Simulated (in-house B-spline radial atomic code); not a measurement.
Checks on a self-consistent run for the xenon ion Xe⁴⁺, [Ar] 3d(5 up, 4 down) 4s2 4p6 4d10 5s2 5p(1 up, 1 down) 5f(1 up, 0 down). Computed with a B-spline radial code for spherical atoms: non-relativistic Hartree-Fock, spin-polarised, averaged over the determinants with the given up and down occupations, point nucleus.

```tsv
orbital	q	ε (Eh)	<1/r>	<r²>
1s up	1	-1228.35513	53.4684	0.00105922
1s down	1	-1228.35085	53.4687	0.00105919
2s up	1	-193.37040	12.3132	0.0171464
2s down	1	-193.16178	12.321	0.0171236
2p up	3	-181.81962	12.293	0.0129071
2p down	3	-181.62385	12.3017	0.0128797
3s up	1	-43.54176	4.56506	0.114259
3s down	1	-43.29697	4.55505	0.114533
3p up	3	-38.62369	4.48402	0.108985
3p down	3	-38.30843	4.47166	0.109354
3d up	5	-29.67243	4.34798	0.0902159
3d down	4	-29.46521	4.31834	0.092713
4s up	1	-10.33226	1.88648	0.599676
4s down	1	-10.29816	1.8832	0.601631
4p up	3	-8.45307	1.78821	0.652261
4p down	3	-8.41731	1.7845	0.65511
4d up	5	-5.16549	1.5812	0.792958
4d down	5	-5.12529	1.59765	0.7988
5s up	1	-2.66945	0.756183	3.25635
5s down	1	-2.66472	0.756259	3.25596
5p up	1	-2.18242	0.688815	3.89912
5p down	1	-2.17675	0.689593	3.89162
5f up	1	-0.70862	0.345626	18.7398
```

Electron-electron repulsion V_ee = 2551.1883 hartree, kinetic energy T = 7201.7124 hartree.

Question: What total energy follows from the eigenvalues?

Answer: The eigenvalues count the repulsion twice, so E = Σqε - V_ee = -4650.524 - 2551.188 = -7201.712 hartree; the run printed -7201.712.

Question: What is the virial ratio?

Answer: -V/T = (T - E)/T = 2.000000; at the Hartree-Fock limit it is 2.

Question: What diamagnetic shielding (Lamb formula) and susceptibility (Langevin formula) do the radii give?

Answer: σ = (α²/3)Σq<1/r> = 313.974/(3·137.036²) = 5573.2 ppm, and χ = -0.79199×10⁻⁶·Σq<r²> = -37.97×10⁻⁶ cm³/mol with Σq<r²> = 47.945 bohr². Both are non-relativistic formulas without the paramagnetism of open shells; for so heavy an element the full relativistic shielding is larger by tens of per cent.
